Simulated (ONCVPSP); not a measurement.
# hafnium: excitation energies, all-electron against ONCV

Hf (Z = 72), optimised norm-conserving Vanderbilt (ONCV), made with ONCVPSP 4.0.1 (PBEsol, fully relativistic). Core [Kr] 4d10 4f14, reference 5s2 5p6 5d2 6s2. Waves: 5s+6s: rc 1.85 bohr, ncon 4, nbas 8, qcut 5.4 1/bohr, 2 projectors; 5p: rc 1.95 bohr, ncon 4, nbas 8, qcut 6.9 1/bohr, 2 projectors, debl 2.3 Ha; 5d: rc 2.15 bohr, ncon 3, nbas 6, qcut 4 1/bohr, 2 projectors, debl 3.1 Ha; f scattering state at 0.04 Ha: rc 1.70 bohr, ncon 4, nbas 7, qcut 6.6 1/bohr, 2 projectors, debl 1.1 Ha. Local part: polynomial inside 1.25 bohr (lpopt 5, dvloc0 1 Ha). Core correction: Teter function, fcfact 1.75, rcfact 1.2.

Open shells are filled in proportion to 2j + 1.

Energies are relative to the spin-unpolarised reference configuration 5s2 5p6 5d2 6s2; without spin polarisation the order of configurations can differ from experiment. Not all tests gave a result: 1 of 4 tests not solved or not reliable.

```csv
valence configuration,charge,ΔE all-electron (eV),error AE − PS (meV)
5s2 5p6 5d2 6s1,+1,8.012,+0.5
5s2 5p6 5d2 6s0,+2,22.176,+8.9
5s2 5p6 5d1 6s2 6p1,0,1.976,+0.9
```

Note: ghosts flagged at negative energy: f7/2 at -14.3 eV, f5/2 at -15.5 eV; GHOST(+) flagged for s at 111.0 eV, d3/2 at 274.2 eV. A true bound ghost makes a file unfit for plane-wave use.
